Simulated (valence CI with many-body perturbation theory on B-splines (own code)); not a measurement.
# Yb30+: key properties

Level of theory: configuration interaction combined with many-body perturbation theory (CI+MBPT): four valence electrons over a frozen Dirac-Fock core [Kr], radial functions for each j: 7 s, 7 p, 8 d, 6 f, 4 g, 1 h, with the one-electron correlation potential Σ1 (screened to all orders), the two-electron term Σ2, the three-electron term Σ3, Breit, model QED; selected single and double excitations, second order for the rest, scaled by the run's own slope (own B-spline code, finite nucleus).

No measured spectrum was set against this ion. As an estimate, large intervals hold to a few tenths of a per cent, small ones and those within an open d or f shell to about a per cent. The list stops below the first excitations out of the core.

Levels are named by their leading jj configuration (3d3/2^4 stands for four electrons in 3d with j = 3/2), which in mixed levels can hold well under half, so a name can repeat and another be missing.

Rates and lifetimes use the calculated energies. Strong lines usually hold to 10 to 20 %, long lifetimes can be off by a factor of two.

What is the ground level?

(4d3/2^4) J=0, composition 56 % 4d4 3P + 33 % 4d4 5D + 11 % 4d4 1S.

Name the longest-lived excited levels whose lifetime is computed, and their main decay.

(4d3/2^2 4d5/2^2) J=6 at 223360 cm⁻¹ lives 111 ms, mostly by M1 to (4d3/2^2 4d5/2^2) J=5. The lifetime of (4d3/2^3 4d5/2) J=4 is too uncertain to give, and may be longer.

What is the ionisation energy?

1176.8 eV; NIST lists 1175 ± 4 eV (theoretical).

How well does LS coupling describe the low levels?

Among the lowest 20 levels the leading LS term, summed over configurations, holds 48 % on average. For single configurations the figures are 48 % in LS and 90 % in jj coupling. Terms mix most in the J = 4 level at 116160 cm⁻¹, where the leading one holds 30 %.
